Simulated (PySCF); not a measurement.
Several structures and their simulated spectra, in scrambled order.

A. `N[Si@@H]1N[SiH2]CO[SiH2]1`
B. SMILES [C@H]12[C@H](C[C@@H](F)[C@H]1Cl)CCC2
C. `c1cc(C(F)(F)F)cpc1`
D. SMILES c1(C)nn[nH]c1C(F)(F)F

Spectrum 1. ¹³C{¹H} NMR (computed): δ 148.1 (C), 132.6 (C), 131.3 (C), 12.6 (CH3).

Spectrum 2. ¹³C{¹H} NMR (computed): δ 56.4 (CH2).

Spectrum 3. ¹³C{¹H} NMR (computed): δ 169.1 (CH), 162.8 (CH), 141.1 (C), 139.4 (CH), 133.6 (C), 132.1 (CH).

Spectrum 4. ¹³C{¹H} NMR (computed): δ 100.9 (CH), 69.6 (CH), 51.2 (CH), 44.5 (CH), 40.4 (CH2), 40.1 (CH2), 35.4 (CH2), 31.5 (CH2).

[PySCF 2.14: shielding tensors at PBE0/pcSseg-1 (GIAO); geometry: GFN2-xTB; a single conformation; in vacuum; rapidly exchanging positions averaged; non-relativistic]

References, each an isolated molecule treated in the same way: ¹³C (186.93 ppm) vs TMS. Splittings of carbon signals by F and P are missing where no couplings were computed. Shifts are as computed. Against solution values, carbons near 30 ppm lie about +3 ppm off and those near 130 ppm about +5 ppm; carbons on Cl a further +6 ppm. Of 1211 compounds with measured shifts, 218 miss one by over three times the rms of a fit or turn the order of signals round; such compounds aren't used in these exercises. Carbons bonded to Cl come out too deshielded.

Match each spectrum to its structure.

Results:

1–D, 2–A, 3–C, 4–B.

- Spectrum 1 (D): 4 ¹³C signals; δC 131.3 is a CF3 carbon; δC 12.6 is a methyl carbon on an aromatic ring.
- Spectrum 2 (A): a single ¹³C signal, at 56.4 ppm (sp3 CH2 bonded to O and Si).
- Spectrum 3 (C): 6 ¹³C signals; δC 139.4 is an aromatic CH; δC 133.6 is a CF3 carbon.
- Spectrum 4 (B): 8 ¹³C signals; δC 100.9 is an sp3 CH bonded to F; δC 69.6 is an sp3 CH bonded to Cl.
